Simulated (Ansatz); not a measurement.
Gas-phase electronic energies from Ansatz, PBE0-D4/def2-TZVP geometries. CBS: MP2 limit from def2 TZ/QZ plus the TZ coupled-cluster correction, frozen cores. This one scheme is used for every species. Functionals use def2-TZVPP. Elements past krypton have def2 core potentials. For I outer-core shells are correlated without core-valence functions, which leaves a few kJ/mol of doubt a bond. One conformer a species, not always the lowest.

Consider the ligand exchange at the Si–I bond: `C[SiH]([SiH3])I` + CH₃OH → `CO[SiH](C)[SiH3]` + HI.

`C[SiH]([SiH3])I`:

```xyz
11

C     0.981   -1.327    0.615
Si   -0.390   -0.060    0.678
Si   -0.367    1.433   -1.120
I    -2.559   -1.216    0.577
H     0.944   -1.891   -0.319
H     0.893   -2.029    1.447
H     1.952   -0.827    0.682
H    -0.369    0.665    1.977
H    -0.479    0.667   -2.389
H     0.904    2.211   -1.140
H    -1.510    2.375   -1.007
```

CH₃OH:

Cartesian coordinates in Å:
```
C -0.263 0.238 -0.036
O 0.461 -0.817 0.556
H -1.135 0.419 0.593
H -0.616 -0.011 -1.044
H 0.318 1.167 -0.087
H 1.234 -0.995 0.017
```

`CO[SiH](C)[SiH3]`:

Z-matrix (Å, degrees):
```
C
O 1 1.407
H 1 1.092 2 108.4
H 1 1.096 2 111.5 3 119.2
H 1 1.097 2 111.6 3 -119.3
Si 2 1.651 1 122.7 3 171.2
Si 6 2.341 2 105.7 1 -173.4
C 6 1.870 2 112.1 1 64.4
H 6 1.497 2 109.0 1 -54.9
H 7 1.490 6 109.6 2 178.6
H 7 1.489 6 110.8 2 -62.4
H 7 1.488 6 111.4 2 58.7
H 8 1.092 6 111.3 2 59.6
H 8 1.094 6 110.0 2 179.4
H 8 1.093 6 111.3 2 -61.4
```

HI:

Z-matrix (Å, degrees):
```
I
H 1 1.610
```

Problem. Is it downhill or uphill in electronic energy at CCSD(T)/CBS, and by how much? (Best estimate.)

Solution. The calculation gave: Uphill: ΔE = +11.0 kJ/mol.

Problem. What do these levels give: r2SCAN-D4, PBE0-D4, ωB97X-V, B2PLYP, PBE, PBE0, HF/def2-TZVPP, CCSD/def2-TZVPP, CCSD(T)/def2-TZVPP, SCS-MP2/def2-QZVPP, MP2/CBS(def2), CCSD/CBS(def2)? (Estimate.)

Solution. Ansatz gave: r2SCAN-D4 6.9, PBE0-D4 15.6, ωB97X-V 3.4, B2PLYP 1.9, PBE 14.7, PBE0 15.2, HF/def2-TZVPP -2.6, CCSD/def2-TZVPP -0.6, CCSD(T)/def2-TZVPP 1.2, SCS-MP2/def2-QZVPP 8.9, MP2/CBS(def2) 20.4, CCSD/CBS(def2) 9.3 kJ/mol.

Largest T1 diagnostic among the species: 0.011.

In def2-TZVPP, CCSD(T) changes the Hartree–Fock value by +3.7 kJ/mol (the triples alone add +1.8 kJ/mol) and MP2 by +13.1 kJ/mol.
